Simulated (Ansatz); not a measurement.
A short molecular-dynamics run on CH6AlNOZn (`[CH3][Zn][O][AlH][NH2]`).

```yaml
crystal:
  periodic: [false, false, false]
  atoms:
    - {symbol: C, position_ang: [-2.026525, -1.918470, 1.702673]}
    - {symbol: Zn, position_ang: [-0.787598, -0.795926, 0.763089]}
    - {symbol: O, position_ang: [0.333682, 0.234461, -0.116027]}
    - {symbol: Al, position_ang: [1.621572, 1.172544, -0.624523]}
    - {symbol: N, position_ang: [1.595864, 1.941082, -2.216554]}
    - {symbol: H, position_ang: [-2.232887, -2.825884, 1.131657]}
    - {symbol: H, position_ang: [-2.970592, -1.395665, 1.868390]}
    - {symbol: H, position_ang: [-1.621054, -2.209377, 2.673713]}
    - {symbol: H, position_ang: [2.897496, 1.409599, 0.281126]}
    - {symbol: H, position_ang: [0.849262, 1.872087, -2.888163]}
    - {symbol: H, position_ang: [2.340779, 2.515549, -2.575382]}
basis:
  gaussian: {orbitals: def2-SVP}
hamiltonian: {xc: {name: PBE}}
md: {timestep: 2 fs, n_steps: 20, ensemble: nve, temperature: 700, initial_velocities: maxwell_boltzmann, seed: 72}
```

```sh
$ ansatz run in.yaml --threads 4 --pin off --events-out ev --progress --plain --max-ram 10444MiB
```

```csv
step,time (fs),potential energy (eV),kinetic (eV),T (K),conserved (eV)
0,0.0,-59661.9853,0.8143,700,-59661.1709
1,2.0,-59661.4971,0.5221,449,-59660.9750
2,4.0,-59661.6109,0.5495,472,-59661.0614
3,6.0,-59661.5307,0.4366,375,-59661.0941
4,8.0,-59661.3318,0.3621,311,-59660.9696
5,10.0,-59661.7347,0.6904,593,-59661.0443
6,12.0,-59661.3322,0.4186,360,-59660.9135
7,14.0,-59661.7584,0.6700,576,-59661.0884
8,16.0,-59661.2517,0.3657,314,-59660.8860
9,18.0,-59661.4699,0.4260,366,-59661.0439
10,20.0,-59661.4322,0.4222,363,-59661.0100
11,22.0,-59661.5253,0.5182,445,-59661.0071
12,24.0,-59661.6439,0.5451,469,-59661.0988
13,26.0,-59661.6510,0.5412,465,-59661.1097
14,28.0,-59661.4358,0.3910,336,-59661.0449
15,30.0,-59661.4081,0.3730,321,-59661.0351
16,32.0,-59661.6701,0.5204,447,-59661.1497
17,34.0,-59661.2593,0.3570,307,-59660.9023
18,36.0,-59661.7609,0.6982,600,-59661.0627
19,38.0,-59661.2603,0.3242,279,-59660.9361
20,40.0,-59661.4931,0.4890,420,-59661.0041
```

Velocities are drawn at the set temperature; a run this short doesn't reach equilibrium.

Frames (Å, forces in eV/Å):

```xyz
11
time=0.0 fs
C    -2.027   -1.918    1.703    0.325    0.299   -0.256
Zn   -0.788   -0.796    0.763   -0.074   -0.088    0.101
O     0.334    0.234   -0.116   -0.529   -0.335    0.106
Al    1.622    1.173   -0.625    0.502    0.245    0.048
N     1.596    1.941   -2.217    0.014   -0.160    0.341
H    -2.233   -2.826    1.132   -0.113   -0.475   -0.290
H    -2.971   -1.396    1.868   -0.494    0.265    0.090
H    -1.621   -2.209    2.674    0.205   -0.156    0.507
H     2.897    1.410    0.281    0.168    0.037    0.107
H     0.849    1.872   -2.888   -0.511   -0.035   -0.484
H     2.341    2.516   -2.575    0.508    0.404   -0.270
11
time=2.0 fs
C    -2.033   -1.919    1.709   -2.045    2.232   -3.095
Zn   -0.785   -0.800    0.766    0.110    0.090    0.077
O     0.334    0.242   -0.128   -1.077   -0.785    0.319
Al    1.619    1.166   -0.626    0.840    0.570   -0.020
N     1.603    1.956   -2.214   -1.137    0.688   -2.948
H    -2.166   -2.843    1.139   -0.542   -0.265   -0.268
H    -2.997   -1.317    1.916    0.809   -0.900   -0.714
H    -1.728   -2.169    2.635    1.710   -1.128    4.011
H     2.854    1.401    0.357    0.096    0.052   -0.080
H     0.795    1.863   -2.989    2.286    0.256    2.213
H     2.377    2.562   -2.610   -1.049   -0.810    0.505
11
time=4.0 fs
C    -2.045   -1.912    1.705   -0.697    0.839    0.850
Zn   -0.783   -0.805    0.768    0.271    0.243    0.054
O     0.332    0.248   -0.139   -1.452   -1.101    0.447
Al    1.619    1.160   -0.627    1.140    0.915   -0.148
N     1.606    1.973   -2.220   -0.914    0.505   -2.583
H    -2.120   -2.871    1.137   -0.736    0.377    0.164
H    -2.992   -1.274    1.937    0.781   -1.207   -1.030
H    -1.770   -2.171    2.750    0.552   -0.085   -0.134
H     2.815    1.394    0.429   -0.001    0.051   -0.290
H     0.828    1.864   -3.005    1.963    0.221    2.110
H     2.373    2.577   -2.624   -0.906   -0.758    0.561
11
time=6.0 fs
C    -2.060   -1.902    1.703    0.998   -0.687    2.623
Zn   -0.780   -0.809    0.771    0.354    0.316    0.050
O     0.326    0.252   -0.149   -1.577   -1.226    0.458
Al    1.619    1.156   -0.629    1.239    1.199   -0.328
N     1.607    1.992   -2.232    0.857   -0.402    1.888
H    -2.103   -2.884    1.140   -0.796    0.756    0.440
H    -2.957   -1.276    1.918   -0.362   -0.591   -0.823
H    -1.791   -2.177    2.859    0.039    0.450   -2.446
H     2.776    1.389    0.491   -0.046    0.051   -0.451
H     0.937    1.873   -2.940   -1.567   -0.407   -1.285
H     2.334    2.564   -2.618    0.862    0.541   -0.125
11
time=8.0 fs
C    -2.072   -1.894    1.710    2.551   -1.467    2.496
Zn   -0.777   -0.813    0.773    0.315    0.305    0.061
O     0.316    0.252   -0.159   -1.432   -1.151    0.360
Al    1.622    1.153   -0.631    1.035    1.244   -0.391
N     1.610    2.009   -2.240    2.138   -0.528    4.454
H    -2.115   -2.868    1.161   -0.718    0.410    0.237
H    -2.936   -1.301    1.868   -1.894    0.511   -0.429
H    -1.810   -2.166    2.875   -0.024    0.504   -2.539
H     2.735    1.387    0.535    0.000    0.066   -0.514
H     0.985    1.867   -2.925   -3.461   -0.914   -3.345
H     2.328    2.571   -2.616    1.489    1.020   -0.390
11
time=10.0 fs
C    -2.075   -1.892    1.725    1.130    0.276    0.898
Zn   -0.774   -0.817    0.776    0.172    0.228    0.072
O     0.303    0.250   -0.167   -1.073   -0.912    0.183
Al    1.626    1.152   -0.633    0.560    1.007   -0.322
N     1.620    2.025   -2.235   -0.899   -0.396   -1.462
H    -2.156   -2.837    1.190   -0.532   -0.481   -0.313
H    -2.988   -1.307    1.801   -0.867    0.089   -0.349
H    -1.830   -2.135    2.794    0.282    0.121   -0.463
H     2.694    1.386    0.560    0.132    0.100   -0.456
H     0.901    1.825   -3.037    1.579    0.403    1.882
H     2.379    2.617   -2.629   -0.485   -0.435    0.331
11
time=12.0 fs
C    -2.075   -1.888    1.743   -1.868    2.180   -4.208
Zn   -0.771   -0.821    0.779   -0.019    0.102    0.087
O     0.288    0.245   -0.174   -0.571   -0.565   -0.045
Al    1.631    1.153   -0.636   -0.039    0.732   -0.343
N     1.626    2.040   -2.235   -1.003   -0.259   -2.503
H    -2.216   -2.823    1.208   -0.206   -0.617   -0.385
H    -3.072   -1.309    1.721    1.038   -0.684    0.046
H    -1.840   -2.099    2.695    1.160   -0.816    4.356
H     2.657    1.390    0.567    0.307    0.135   -0.307
H     0.877    1.799   -3.078    2.472    0.798    2.739
H     2.412    2.646   -2.630   -1.271   -1.006    0.562
11
time=14.0 fs
C    -2.081   -1.877    1.748   -1.740    0.709   -1.974
Zn   -0.768   -0.824    0.782   -0.175   -0.017    0.085
O     0.271    0.239   -0.182   -0.016   -0.182   -0.284
Al    1.635    1.154   -0.640   -0.611    0.538   -0.439
N     1.630    2.054   -2.241   -0.516   -0.747   -0.205
H    -2.285   -2.834    1.210    0.316    0.021    0.136
H    -3.118   -1.337    1.643    1.537   -0.558    0.590
H    -1.805   -2.095    2.763    0.061   -0.082    1.124
H     2.633    1.399    0.562    0.462    0.153   -0.130
H     0.948    1.804   -3.013    0.958    0.396    1.021
H     2.396    2.637   -2.609   -0.277   -0.232    0.075
11
time=16.0 fs
C    -2.092   -1.864    1.746   -0.161   -1.089    0.668
Zn   -0.765   -0.828    0.784   -0.310   -0.143    0.114
O     0.254    0.233   -0.191    0.519    0.185   -0.496
Al    1.639    1.157   -0.644   -1.050    0.386   -0.441
N     1.633    2.066   -2.247    3.073   -0.039    6.679
H    -2.341   -2.844    1.218    0.790    0.394    0.487
H    -3.104   -1.387    1.587    0.578    0.266    0.852
H    -1.767   -2.094    2.874   -1.007    0.550   -2.087
H     2.627    1.413    0.552    0.520    0.141   -0.029
H     1.056    1.824   -2.910   -4.467   -1.767   -5.113
H     2.370    2.619   -2.585    1.515    1.115   -0.633
11
time=18.0 fs
C    -2.104   -1.855    1.746    1.709   -1.927    1.430
Zn   -0.762   -0.832    0.787   -0.424   -0.241    0.149
O     0.238    0.227   -0.201    0.945    0.477   -0.642
Al    1.642    1.159   -0.649   -1.292    0.127   -0.176
N     1.644    2.078   -2.236   -1.078   -1.391    0.421
H    -2.367   -2.838    1.245    0.962    0.152    0.393
H    -3.068   -1.426    1.564   -1.229    1.319    0.694
H    -1.768   -2.072    2.905   -1.204    0.610   -2.576
H     2.640    1.433    0.541    0.435    0.099   -0.052
H     0.993    1.776   -3.002    0.728    0.451    0.686
H     2.401    2.644   -2.585    0.447    0.323   -0.326
11
time=20.0 fs
C    -2.111   -1.852    1.751    1.120   -0.862    0.253
Zn   -0.759   -0.836    0.790   -0.500   -0.272    0.159
O     0.224    0.222   -0.212    1.246    0.677   -0.712
Al    1.642    1.163   -0.654   -1.333   -0.086    0.199
N     1.652    2.086   -2.223   -1.002   -0.780   -2.350
H    -2.357   -2.827    1.287    0.743   -0.444   -0.012
H    -3.079   -1.415    1.567   -0.926    1.165    0.585
H    -1.815   -2.027    2.837   -0.653    0.300   -0.868
H     2.670    1.457    0.529    0.242    0.024   -0.176
H     0.957    1.745   -3.068    2.280    1.218    2.531
H     2.450    2.681   -2.598   -1.215   -0.940    0.391
11
time=22.0 fs
C    -2.114   -1.851    1.757   -1.514    1.104   -4.173
Zn   -0.757   -0.840    0.793   -0.509   -0.222    0.147
O     0.214    0.219   -0.225    1.396    0.756   -0.702
Al    1.641    1.165   -0.659   -1.229   -0.146    0.502
N     1.657    2.091   -2.217   -0.423   -0.491   -1.829
H    -2.318   -2.833    1.328    0.343   -0.716   -0.321
H    -3.125   -1.359    1.593    0.797    0.064    0.475
H    -1.888   -1.970    2.737    0.691   -0.310    3.971
H     2.709    1.482    0.509    0.022   -0.072   -0.299
H     1.009    1.761   -3.037    1.506    0.892    1.763
H     2.452    2.682   -2.595   -1.081   -0.859    0.467
11
time=24.0 fs
C    -2.122   -1.847    1.749   -1.419    0.997   -1.784
Zn   -0.755   -0.844    0.796   -0.423   -0.081    0.078
O     0.206    0.218   -0.240    1.405    0.715   -0.596
Al    1.637    1.168   -0.663   -1.078   -0.097    0.642
N     1.662    2.096   -2.215    1.605    0.109    3.596
H    -2.265   -2.866    1.357    0.038   -0.197   -0.177
H    -3.142   -1.301    1.637    1.274   -0.609    0.064
H    -1.933   -1.925    2.788    0.412   -0.098    1.835
H     2.749    1.503    0.478   -0.148   -0.160   -0.343
H     1.118    1.811   -2.939   -2.540   -1.154   -3.166
H     2.412    2.650   -2.575    0.873    0.575   -0.150
11
time=26.0 fs
C    -2.134   -1.840    1.736   -0.020   -0.023    2.084
Zn   -0.753   -0.848    0.800   -0.260    0.120   -0.040
O     0.203    0.218   -0.256    1.272    0.559   -0.397
Al    1.633    1.171   -0.666   -0.956   -0.153    0.723
N     1.670    2.101   -2.204   -0.131   -0.824    2.516
H    -2.212   -2.907    1.379   -0.230    0.672    0.128
H    -3.109   -1.266    1.684    0.471   -0.586   -0.388
H    -1.963   -1.883    2.909    0.038   -0.024   -1.905
H     2.783    1.519    0.434   -0.221   -0.207   -0.273
H     1.131    1.817   -2.962   -1.706   -0.732   -1.989
H     2.406    2.640   -2.561    1.744    1.198   -0.458
11
time=28.0 fs
C    -2.146   -1.833    1.729    1.702   -0.892    3.135
Zn   -0.751   -0.853    0.803   -0.091    0.332   -0.194
O     0.202    0.220   -0.273    1.021    0.317   -0.135
Al    1.627    1.173   -0.668   -0.866   -0.318    0.786
N     1.678    2.103   -2.186   -0.825   -0.411   -2.881
H    -2.167   -2.922    1.406   -0.500    0.970    0.173
H    -3.058   -1.254    1.715   -1.110    0.069   -0.711
H    -1.992   -1.843    2.958    0.141   -0.143   -2.693
H     2.809    1.527    0.379   -0.187   -0.208   -0.104
H     1.077    1.795   -3.061    1.310    0.804    2.124
H     2.467    2.677   -2.564   -0.595   -0.519    0.502
11
time=30.0 fs
C    -2.153   -1.828    1.732    1.908   -0.200    2.559
Zn   -0.750   -0.857    0.806    0.039    0.526   -0.385
O     0.204    0.223   -0.290    0.697    0.030    0.148
Al    1.619    1.175   -0.669   -0.769   -0.362    0.684
N     1.684    2.105   -2.176   -0.374    0.152   -3.845
H    -2.141   -2.900    1.440   -0.660    0.277   -0.119
H    -3.050   -1.238    1.720   -1.398    0.131   -0.896
H    -2.015   -1.808    2.903    0.396   -0.226   -1.626
H     2.828    1.527    0.321   -0.069   -0.189    0.119
H     1.075    1.804   -3.078    1.644    0.955    2.573
H     2.505    2.693   -2.548   -1.413   -1.094    0.788
11
time=32.0 fs
C    -2.154   -1.825    1.744    0.069    1.587   -0.990
Zn   -0.748   -0.860    0.809    0.135    0.686   -0.605
O     0.207    0.225   -0.307    0.320   -0.282    0.430
Al    1.611    1.176   -0.669   -0.605   -0.204    0.407
N     1.689    2.107   -2.176    0.110    0.038   -0.774
H    -2.141   -2.867    1.469   -0.648   -0.818   -0.511
H    -3.095   -1.218    1.690    0.013   -0.711   -0.817
H    -2.023   -1.782    2.786    0.847   -0.081    2.287
H     2.844    1.520    0.267    0.061   -0.177    0.326
H     1.134    1.849   -2.997   -0.146    0.130   -0.013
H     2.489    2.667   -2.502   -0.158   -0.170    0.260
11
time=34.0 fs
C    -2.154   -1.816    1.752   -1.056    1.512   -2.983
Zn   -0.746   -0.864    0.811    0.241    0.819   -0.842
O     0.211    0.227   -0.323   -0.075   -0.594    0.702
Al    1.602    1.178   -0.669   -0.343    0.001    0.147
N     1.694    2.109   -2.179    1.372   -0.133    5.117
H    -2.165   -2.866    1.478   -0.474   -0.600   -0.403
H    -3.140   -1.225    1.629    0.968   -1.040   -0.373
H    -1.998   -1.759    2.757    0.847    0.103    3.811
H     2.863    1.506    0.225    0.109   -0.176    0.433
H     1.189    1.899   -2.917   -3.667   -1.280   -5.100
H     2.467    2.635   -2.446    2.078    1.389   -0.509
11
time=36.0 fs
C    -2.158   -1.802    1.751   -0.101    0.189    0.926
Zn   -0.745   -0.866    0.813    0.363    0.926   -1.054
O     0.216    0.228   -0.338   -0.465   -0.890    0.952
Al    1.592    1.179   -0.668   -0.007    0.020    0.163
N     1.703    2.110   -2.167   -1.452   -0.605   -1.826
H    -2.207   -2.888    1.473   -0.119    0.474    0.076
H    -3.148   -1.272    1.553    0.778   -0.554    0.102
H    -1.942   -1.732    2.873   -0.313   -0.136   -0.973
H     2.885    1.485    0.200    0.026   -0.177    0.413
H     1.103    1.901   -3.032    1.078    0.584    1.425
H     2.525    2.656   -2.409    0.211    0.168   -0.204
11
time=38.0 fs
C    -2.163   -1.788    1.753    1.238   -1.112    2.221
Zn   -0.743   -0.869    0.815    0.436    0.968   -1.184
O     0.218    0.226   -0.350   -0.780   -1.113    1.131
Al    1.582    1.180   -0.667    0.394    0.078    0.220
N     1.708    2.110   -2.161   -0.713    0.418   -3.659
H    -2.254   -2.891    1.470    0.307    0.901    0.360
H    -3.126   -1.340    1.481   -0.338    0.409    0.265
H    -1.897   -1.710    2.953   -0.985   -0.204   -2.674
H     2.909    1.457    0.191   -0.150   -0.182    0.306
H     1.058    1.924   -3.092    2.238    0.846    2.911
H     2.590    2.684   -2.380   -1.647   -1.009    0.102
11
time=40.0 fs
C    -2.163   -1.777    1.762    1.501   -1.087    1.757
Zn   -0.740   -0.870    0.815    0.450    0.956   -1.254
O     0.219    0.222   -0.359   -0.975   -1.225    1.217
Al    1.573    1.181   -0.665    0.747    0.217    0.155
N     1.711    2.111   -2.164   -0.087    0.473   -2.045
H    -2.290   -2.860    1.480    0.607    0.294    0.309
H    -3.117   -1.393    1.420   -0.767    0.939    0.363
H    -1.889   -1.696    2.930   -1.119   -0.125   -2.220
H     2.927    1.422    0.193   -0.326   -0.183    0.190
H     1.099    1.980   -3.041    1.279    0.492    1.551
H     2.593    2.673   -2.347   -1.309   -0.750   -0.022
```

It took 22 s on 4 threads of an AMD EPYC 7B13 on a shared host, with 0.19 GiB of host memory at the peak.
